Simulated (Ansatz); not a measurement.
**Energy profile**

The step: GeH₄SO ([OH][GeH2][SH]) → GeH₂S ([S][GeH2]) + H₂O (still joined by a long Ge–O bond); bonds formed: O2–H4; bonds broken: S3–H4; bonds weakened to dative contacts: Ge1–O2 (atoms numbered as in the saddle structure below).

```
atom    x (Å)    y (Å)    z (Å)
 Ge1  -0.4814   0.1593   0.6312
  O2   1.0748  -0.0370  -0.5098
  S3  -1.2234  -1.5038  -0.4705
  H4   0.3188  -0.8994  -0.9178
  H5  -0.9779   1.5937   0.3637
  H6   0.0703   0.0202   2.0575
  H7   1.2189   0.6669  -1.1543
```

Electronic energies by CCSD(T) at an estimated basis limit (MP2 extrapolated from triple and quadruple zeta, plus CCSD(T) − MP2 in triple zeta), on PBE0-D4/def2-TZVP structures; GeH$_{4}$SO, closed shell; no counterpoise correction. Ansatz 0.2.0; basis: def2-TZVPP and def2-QZVPP; cores frozen in the correlated methods. Filled d shells of the heavier atoms are correlated. The def2 sets are not built for correlating such inner shells, so the correlated values are less sure here. Extrapolation: Hartree–Fock as exp(−7.88 √X), correlation as X^−2.97.

**Question.** Give the profile in eV, counted from the start structure. (To be estimated.)

**Answer.** The calculation gives:
```csv
point,eV
start structure,0.000
saddle,1.360
end structure,0.987
"separated: GeH$_{2}$S (linked as [S][GeH2]; Ge1, S3, H5, H6; singlet) + H$_{2}$O (O2, H4, H7; singlet)",1.484
```

The T1 diagnostic stays at or below 0.018.

For scale, one of the runs: CCSD(T)/def2-TZVPP, 177 basis functions, launched by `ansatz run in.yaml --threads 2 --pin off --events-out ev --progress --plain --max-ram 4352MiB`. Hardware: 2 CPU threads of an Intel Xeon Platinum 8488C, shared host. Wall time 38 s; peak host memory 1.6 GiB.
